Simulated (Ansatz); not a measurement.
F2H2OSeZr (`[OH][Zr]([F])([F])[SeH]`), relaxed with RKS PBE0-D4/def2-TZVP in Ansatz from a GFN2-xTB geometry. The force threshold is 0.005 eV/Å; the program also tests the step.

Charge 0, multiplicity 1. Zr: def2 effective core potential.

Start:

```xyz
7

O     1.357    0.916   -0.795
Zr    0.395   -0.052    0.429
F     0.457   -1.913    0.481
F     0.254    0.595    2.164
Se   -1.928    0.192   -0.466
H     1.758    1.467   -1.471
H    -2.294   -1.205   -0.342
```

Task: How much energy does the relaxation release, and in how many steps? (Estimate.)

Result: Ansatz gave: 40.68 kJ/mol, in 15 steps, 1 of them rejected.

Task: Which bonds change most? (Best estimate.)

Result: The calculation gave: Zr2–Se5 from 2.502 to 2.590 Å; O1–Zr2 from 1.833 to 1.892 Å; Zr2–F4 from 1.857 to 1.900 Å; Zr2–F3 from 1.862 to 1.900 Å.

Task: Give the relaxed structure. (Best estimate.)

Result: The calculation gave: 
```xyz
7

O     1.362    0.977   -0.797
Zr    0.255   -0.121    0.274
F     0.871   -1.918    0.325
F     0.165    0.498    2.068
Se   -2.086   -0.010   -0.830
H     2.019    1.496   -1.254
H    -2.587   -0.922    0.214
```
